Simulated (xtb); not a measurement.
H₄Si₂ (SMILES [SiH][SiH3]), singlet, at a GFN2-xTB geometry. Base run: xtb with GFN0-xTB.

Geometry (Å):
```xyz
6

Si    -0.2889     0.9465     0.7715
H      0.3826     2.1223     0.1297
Si     0.2073    -0.8077    -0.5974
H      0.9963    -0.8613    -1.8410
H     -1.0917    -1.3884    -0.9892
H      0.8549    -1.8159     0.2642
```
All else is at xtb's defaults.
Base energy -5.77742 Eh.

Each row names what was changed in the base input (with any setting that the change needs).

```csv
change,ΔE vs base (mEh),HOMO-LUMO gap (eV)
base,0.000,0.69
etemp = 1000,-0.223,0.69
etemp = 5000,?,0.69
acc = 0.1,0.000,0.69
file = coord,0.000,0.69
acc = 1000,0.000,0.69
```

Q: Some entries are withheld; supply them.

A: 
- etemp = 5000, ΔE vs base (mEh): -24.566
